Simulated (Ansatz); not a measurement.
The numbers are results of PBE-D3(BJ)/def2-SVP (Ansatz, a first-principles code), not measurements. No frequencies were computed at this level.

Ansatz 0.2 input:
```yaml
crystal:
  periodic: [false, false, false]
  atoms:
    - { symbol: Hf, position_ang: [0.05058, 0.012863, -0.081266] }
    - { symbol: F, position_ang: [-1.325418, 1.233828, 0.212543] }
    - { symbol: F, position_ang: [-0.817503, -1.627948, 0.075631] }
    - { symbol: F, position_ang: [1.029738, 0.110972, 1.500529] }
    - { symbol: H, position_ang: [0.968166, 0.246256, -1.555655] }
basis:
  gaussian: { orbitals: def2-svp }
hamiltonian:
  xc: pbe
  dispersion: d3bj
relax:
  max_steps: 150
```

Output:

```
Functional definition: PBE
816 factors; their error is unknown
mean field evaluation 1: about -9460.9380 eV, gradient 5.8e1 eV
mean field evaluation 2: about -9415.6227 eV, gradient 1.8e2 eV
mean field evaluation 4: about -9466.2981 eV, gradient 4.5e0 eV
mean field evaluation 8: about -9466.3416 eV, gradient 3.3e-2 eV
mean field evaluation 16: about -9466.2630 eV, gradient 4.3e-5 eV
mean field -9466.26299624 eV, -347.8787486483 hartree, gradient 1.9e-5 eV, S^2 0.000000; 0 other end points of the search recorded, 0 dependent functions left out
reference -9466.26306331 eV, -347.8787511130 hartree; 20, 20 occupied and 59, 59 virtual orbitals, 816 factors
relax step   1: F+E_penalty+E_count = -9466.31945958 eV  Δ(F+E_penalty+E_count) = +0.000e0 eV  max|allowed force component| = 1.452e0 eV/Å  Δτ_max = 0.0000 Å  (26 SCF iters, accepted)
these checks for a lower state are left out or cut short: starts, cluster_reference, orbital_swaps, neighbouring_geometries, increment
816 factors; their error is unknown
mean field -9466.55704185 eV, -347.8895546253 hartree, gradient 1.3e-5 eV, S^2 0.000000; 0 other end points of the search recorded, 0 dependent functions left out
reference -9466.55711104 eV, -347.8895571680 hartree; 20, 20 occupied and 59, 59 virtual orbitals, 816 factors
relax step   2: F+E_penalty+E_count = -9466.61135780 eV  Δ(F+E_penalty+E_count) = -2.919e-1 eV  max|allowed force component| = 9.995e-1 eV/Å  Δτ_max = 0.1677 Å  (39 SCF iters, accepted)
these checks for a lower state are left out or cut short: starts, cluster_reference, orbital_swaps, neighbouring_geometries, increment
816 factors; their error is unknown
mean field evaluation 32: about -9466.6509 eV, gradient 3.1e-1 eV
mean field -9466.65101473 eV, -347.8930080647 hartree, gradient 7.9e-6 eV, S^2 0.000000; 0 other end points of the search recorded, 0 dependent functions left out
reference -9466.65108397 eV, -347.8930106093 hartree; 20, 20 occupied and 59, 59 virtual orbitals, 816 factors
relax step   3: F+E_penalty+E_count = -9466.70603174 eV  Δ(F+E_penalty+E_count) = -9.467e-2 eV  max|allowed force component| = 5.280e-1 eV/Å  Δτ_max = 0.1781 Å  (33 SCF iters, accepted)
these checks for a lower state are left out or cut short: starts, cluster_reference, orbital_swaps, neighbouring_geometries, increment
816 factors; their error is unknown
mean field -9466.65640980 eV, -347.8932063301 hartree, gradient 8.0e-6 eV, S^2 0.000000; 0 other end points of the search recorded, 0 dependent functions left out
reference -9466.65647916 eV, -347.8932088788 hartree; 20, 20 occupied and 59, 59 virtual orbitals, 816 factors
relax step   4: F+E_penalty+E_count = -9466.71126913 eV  Δ(F+E_penalty+E_count) = -5.237e-3 eV  max|allowed force component| = 2.632e-1 eV/Å  Δτ_max = 0.0662 Å  (34 SCF iters, accepted)
these checks for a lower state are left out or cut short: starts, cluster_reference, orbital_swaps, neighbouring_geometries, increment
816 factors; their error is unknown
mean field -9466.66312379 eV, -347.8934530646 hartree, gradient 1.0e-5 eV, S^2 0.000000; 0 other end points of the search recorded, 0 dependent functions left out
reference -9466.66319311 eV, -347.8934556119 hartree; 20, 20 occupied and 59, 59 virtual orbitals, 816 factors
relax step   5: F+E_penalty+E_count = -9466.71795428 eV  Δ(F+E_penalty+E_count) = -6.685e-3 eV  max|allowed force component| = 3.967e-2 eV/Å  Δτ_max = 0.0393 Å  (27 SCF iters, accepted)
these checks for a lower state are left out or cut short: starts, cluster_reference, orbital_swaps, neighbouring_geometries, increment
816 factors; their error is unknown
mean field -9466.66312879 eV, -347.8934532484 hartree, gradient 8.2e-6 eV, S^2 0.000000; 0 other end points of the search recorded, 0 dependent functions left out
reference -9466.66319806 eV, -347.8934557941 hartree; 20, 20 occupied and 59, 59 virtual orbitals, 816 factors
relax step   6: F+E_penalty+E_count = -9466.71799022 eV  Δ(F+E_penalty+E_count) = -3.594e-5 eV  max|allowed force component| = 2.589e-2 eV/Å  Δτ_max = 0.0023 Å  (29 SCF iters, accepted)
these checks for a lower state are left out or cut short: starts, cluster_reference, orbital_swaps, neighbouring_geometries, increment
816 factors; their error is unknown
mean field evaluation 64: about -9466.7407 eV, gradient 1.0e-3 eV
mean field -9466.66319480 eV, -347.8934556742 hartree, gradient 8.2e-6 eV, S^2 0.000000; 0 other end points of the search recorded, 0 dependent functions left out
reference -9466.66326410 eV, -347.8934582207 hartree; 20, 20 occupied and 59, 59 virtual orbitals, 816 factors
relax step   7: F+E_penalty+E_count = -9466.71804337 eV  Δ(F+E_penalty+E_count) = -5.314e-5 eV  max|allowed force component| = 3.903e-4 eV/Å  Δτ_max = 0.0021 Å  (30 SCF iters, accepted)
816 factors; their error is unknown
mean field -9466.66319480 eV, -347.8934556742 hartree, gradient 8.3e-6 eV, S^2 0.000000; 1 other end points of the search recorded, 0 dependent functions left out
reference -9466.66326410 eV, -347.8934582207 hartree; 20, 20 occupied and 59, 59 virtual orbitals, 816 factors
Total energy: -9466.71811266 eV, -347.8954738682 hartree
Atom 0 at    -0.050901    -0.012944     0.081790 Å, force    -0.000109     0.000390    -0.000336 eV/Å
Atom 1 at    -1.365786     1.373761     0.094104 Å, force     0.000048    -0.000189     0.000169 eV/Å
Atom 2 at    -0.809276    -1.761624    -0.055740 Å, force    -0.000050    -0.000070     0.000009 eV/Å
Atom 3 at     1.214451     0.143433     1.505294 Å, force     0.000038     0.000013     0.000077 eV/Å
Atom 4 at     0.917076     0.233345    -1.473666 Å, force     0.000073    -0.000145     0.000082 eV/Å
Dipole moment:    -0.024175    -0.006143     0.038837 e Å
```

Cost: very roughly 17 core-seconds.
